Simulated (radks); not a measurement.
Results of a calculation; reference values are marked as such.
All-electron atom: Ar+ in [Ne] 3s2 3p5.

Level of theory: scalar-relativistic Kohn-Sham, LDA (Slater exchange, Perdew-Wang correlation), spin-unpolarised, spherical densities, finite nucleus; Fermi nuclear charge, rms radius 3.4274 fm (a radial shooting solver on a logarithmic mesh with Libxc functionals).

Energy parts (hartree):
total: -527.21477
kinetic: 529.61348
electron-nucleus: -1251.49083
Hartree: 223.60360
exchange-correlation: -28.94102

Orbitals (lengths in bohr, moments of r in powers of bohr; r(max) is where P^2 peaks; r(90%) holds 90 % of the orbital's charge):
orbital,occ.,eigenvalue (hartree),r(max),r(90%)
1s,2,-114.8235,0.05620,0.153
2s,2,-11.38601,0.3395,0.649
2p,6,-8.95867,0.2806,0.625
3s,2,-1.34628,1.162,2.07
3p,5,-0.81601,1.257,2.42

The highest occupied level is 3p at -22.205 eV. The density falls to 0.001 e/bohr^3 at r = 3.44 bohr. The electron density at the nucleus is 4322 e/bohr^3 (large components only).
